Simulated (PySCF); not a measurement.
PySCF job for Si(F)(OH)2(SeH) (FH3O2SeSi), SMILES O[Si](O)(F)[SeH], B3LYP-D3(BJ)/def2-SVP. The structure is a stationary point at B3LYP-D3(BJ)/def2-SVP. This is a generated structure with no PubChem entry under its InChIKey; it may be hypothetical. Other conformers were not sampled.

```python
import numpy as np
from pyscf import gto, scf, dft, df
from pyscf.hessian import thermo

mol = gto.M(
    atom='''
    O    -1.60421954   -1.20714414    0.60871443
    Si   -0.83332779    0.07105362   -0.07158688
    O    -1.46809873    1.42458128    0.62505321
    F    -1.10192328    0.12782971   -1.67141309
    Se    1.41421116   -0.15025974    0.17862643
    H    -2.49319303   -1.03354868    0.94494606
    H    -1.04613739    2.27010719    0.43187483
    H     1.61859542   -0.01244235   -1.27532624
    ''',
    basis='def2-SVP',
    charge=0,
    spin=0,
    max_memory=1600,
    verbose=3,
)
mf = dft.RKS(mol, xc='b3lyp').density_fit(auxbasis='def2-universal-jkfit')
mf.disp = 'd3bj'
mf.grids.level = 3
mf.conv_tol = 1e-11
mf.max_cycle = 100
mf.kernel()

# [left out here: the lines that compute and print the analytic Hessian (its translational invariance restored by hand, since the grid's response is missing), thermochemistry and intensities]
```

Program output:

```
converged SCF energy = -2942.80725145575

WARN: DFTD3 does not support analytical Hessian, using finite difference


WARN: Mole.unit (angstrom) is changed to Bohr

Mode                                 0                   1                   2
Irrep
Freq [cm^-1]                       55.6293            142.3548            172.6062
Reduced mass [au]                   1.2536              1.8258              5.3537
Force const [Dyne/A]                0.0023              0.0218              0.0940
Char temp [K]                      80.0381            204.8168            248.3419
Normal mode                   x     y     z       x     y     z       x     y     z
       0   O                -0.06 -0.01 -0.03    0.10 -0.00  0.05    0.10 -0.03 -0.01
       1  Si                -0.00 -0.02  0.01    0.01  0.03  0.01    0.01  0.01 -0.04
       2   O                 0.06 -0.01  0.04   -0.09  0.00 -0.02    0.09  0.03 -0.02
       3   F                -0.00 -0.01  0.00    0.00  0.06  0.01   -0.14  0.01 -0.02
       4  Se                 0.00  0.02  0.00    0.00 -0.02 -0.00   -0.01 -0.00  0.03
       5   H                -0.12 -0.03 -0.18   -0.04 -0.14 -0.23   -0.02 -0.19 -0.24
       6   H                 0.04 -0.02 -0.03   -0.45  0.09 -0.41    0.19 -0.01  0.04
       7   H                -0.09 -0.85 -0.09   -0.03 -0.27 -0.03    0.09  0.02  0.04
Mode                                 3                   4                   5
Irrep
Freq [cm^-1]                      238.0438            254.9822            273.2921
Reduced mass [au]                   1.7844              2.4310              2.7933
Force const [Dyne/A]                0.0596              0.0931              0.1229
Char temp [K]                     342.4921            366.8627            393.2065
Normal mode                   x     y     z       x     y     z       x     y     z
       0   O                -0.03  0.04 -0.00    0.12 -0.01  0.03    0.01  0.01 -0.04
       1  Si                 0.00 -0.01 -0.06    0.01  0.03 -0.02   -0.01  0.06  0.01
       2   O                -0.01 -0.06  0.03    0.00 -0.00  0.03   -0.14  0.02 -0.03
       3   F                -0.08  0.03 -0.04    0.07 -0.00 -0.03   -0.05 -0.03  0.02
       4  Se                 0.03 -0.00  0.02   -0.05 -0.00 -0.00    0.04 -0.02  0.00
       5   H                 0.22  0.29  0.53    0.26  0.01  0.39    0.03 -0.01  0.01
       6   H                -0.25  0.02 -0.17    0.16 -0.03  0.26    0.18 -0.01  0.50
       7   H                 0.14 -0.14  0.02    0.00 -0.28 -0.02   -0.00 -0.22 -0.02
Mode                                 6                   7                   8
Irrep
Freq [cm^-1]                      326.2687            340.8660            457.5941
Reduced mass [au]                   5.1830              2.9215              8.1958
Force const [Dyne/A]                0.3251              0.2000              1.0111
Char temp [K]                     469.4280            490.4303            658.3761
Normal mode                   x     y     z       x     y     z       x     y     z
       0   O                -0.02 -0.05  0.06    0.01 -0.08 -0.13    0.00 -0.04  0.05
       1  Si                -0.02 -0.07  0.01   -0.01  0.02  0.05   -0.13  0.01 -0.02
       2   O                -0.01  0.01 -0.13    0.03  0.09 -0.04    0.01  0.06  0.06
       3   F                 0.00  0.13  0.02   -0.01 -0.03  0.06    0.04 -0.00 -0.07
       4  Se                 0.01  0.01  0.00   -0.00 -0.00 -0.00    0.03 -0.00  0.00
       5   H                 0.04 -0.01  0.19    0.20 -0.10  0.37   -0.02 -0.25  0.08
       6   H                 0.29 -0.10  0.06   -0.07  0.07 -0.31    0.04  0.01 -0.08
       7   H                -0.04 -0.12 -0.02   -0.06 -0.02 -0.01    0.07  0.01  0.01
Mode                                 9                  10                  11
Irrep
Freq [cm^-1]                      669.3399            784.6893            802.3227
Reduced mass [au]                   1.0855              2.0511              1.4745
Force const [Dyne/A]                0.2865              0.7441              0.5592
Char temp [K]                     963.0310           1128.9932           1154.3637
Normal mode                   x     y     z       x     y     z       x     y     z
       0   O                 0.01  0.00  0.00   -0.01 -0.10  0.02   -0.03 -0.11  0.04
       1  Si                 0.01  0.00 -0.00    0.04 -0.01  0.01    0.01  0.02  0.01
       2   O                 0.01 -0.01  0.00   -0.06  0.09  0.06    0.05  0.03 -0.03
       3   F                -0.01  0.00 -0.05   -0.01 -0.00 -0.07   -0.00  0.00 -0.04
       4  Se                 0.01 -0.00  0.01   -0.00 -0.00 -0.00   -0.00  0.00 -0.00
       5   H                 0.03  0.01  0.05    0.03  0.54 -0.16   -0.02  0.16 -0.04
       6   H                -0.03  0.02  0.02    0.27 -0.13 -0.23   -0.50  0.40  0.46
       7   H                -0.94  0.09 -0.12    0.03 -0.01  0.00    0.06 -0.01  0.01
Mode                                12                  13                  14
Irrep
Freq [cm^-1]                      855.0625            954.8561            989.0597
Reduced mass [au]                   2.3056              8.6979              6.1640
Force const [Dyne/A]                0.9932              4.6724              3.5527
Char temp [K]                    1230.2446           1373.8254           1423.0367
Normal mode                   x     y     z       x     y     z       x     y     z
       0   O                 0.05 -0.02 -0.01   -0.00  0.02  0.00    0.08  0.10 -0.06
       1  Si                -0.08  0.02 -0.05    0.02 -0.08 -0.10   -0.04 -0.09  0.08
       2   O                 0.03 -0.04 -0.02   -0.05  0.12  0.06    0.00  0.04  0.00
       3   F                 0.03 -0.01  0.11    0.01  0.00  0.08   -0.01  0.00 -0.06
       4  Se                 0.00 -0.00  0.00   -0.00  0.00  0.00    0.00  0.00 -0.00
       5   H                 0.08  0.59 -0.21   -0.01 -0.13  0.03    0.09  0.22 -0.10
       6   H                -0.01 -0.02  0.00   -0.10  0.16  0.10   -0.13  0.13  0.13
       7   H                -0.10  0.00 -0.01   -0.07  0.01 -0.01    0.06 -0.01  0.01
Mode                                15                  16                  17
Irrep
Freq [cm^-1]                     2420.4726           3854.8994           3878.3293
Reduced mass [au]                   1.0204              1.0665              1.0672
Force const [Dyne/A]                3.5223              9.3376              9.4573
Char temp [K]                    3482.5212           5546.3419           5580.0524
Normal mode                   x     y     z       x     y     z       x     y     z
       0   O                 0.00  0.00 -0.00   -0.06  0.01  0.02    0.00  0.00 -0.00
       1  Si                -0.00 -0.00  0.00   -0.00  0.00 -0.00   -0.00  0.00  0.00
       2   O                 0.00 -0.00 -0.00   -0.00 -0.00  0.00   -0.02 -0.05  0.01
       3   F                 0.00 -0.00 -0.00    0.00  0.00 -0.00   -0.00  0.00  0.00
       4  Se                -0.00 -0.00  0.01    0.00 -0.00  0.00   -0.00  0.00  0.00
       5   H                -0.00  0.00 -0.00    0.89 -0.15 -0.34   -0.02  0.00  0.01
       6   H                -0.00  0.00  0.00    0.01  0.02 -0.00    0.41  0.86 -0.18
       7   H                 0.15  0.09 -0.97    0.00 -0.00 -0.00   -0.00  0.00  0.00
temperature 298.1500 [K]
pressure 101325.00 [Pa]
Rotational constants [GHz] 3.87754 1.44156 1.41191
Symmetry number 1
Zero-point energy (ZPE) 0.03980 [Eh]   104497.806 [J/mol]
                           tot       elec      trans        rot        vib
Entropy [J/mol/K]       370.371      0.000    172.125    117.574     80.671
Cv [J/mol/K]            105.193      0.000     12.472     12.472     80.250
Cp [J/mol/K]            113.507      0.000     20.786     12.472     80.250
Internal energy [J/mol]                      3718.434   3718.434 117552.327
Internal energy [Eh]   -2942.75965  -2942.80725
Enthalpy [J/mol]                             6197.391   3718.434 117552.327
Enthalpy [Eh]          -2942.75870
Gibbs free energy [J/mol]                  -45121.809 -31336.223  93500.194
Gibbs free energy [Eh] -2942.80076
mode   freq/cm-1   IR/(km/mol)
   1       55.63        16.463
   2      142.35        72.585
   3      172.61        10.650
   4      238.04        18.362
   5      254.98        27.912
   6      273.29        69.623
   7      326.27        53.613
   8      340.87        29.028
   9      457.59       124.454
  10      669.34         8.897
  11      784.69       171.138
  12      802.32       169.349
  13      855.06       215.590
  14      954.86       152.929
  15      989.06       155.010
  16     2420.47         4.891
  17     3854.90       112.653
  18     3878.33       107.333
max |gradient| / (hartree/bohr): 5.880956275904539e-05
APT charges: [-0.8667  2.0522 -0.9014 -0.6658 -0.2716  0.3182  0.3301  0.005 ]
```

The calculation finished and met its thresholds.

Cost: very roughly 3 core-minutes.
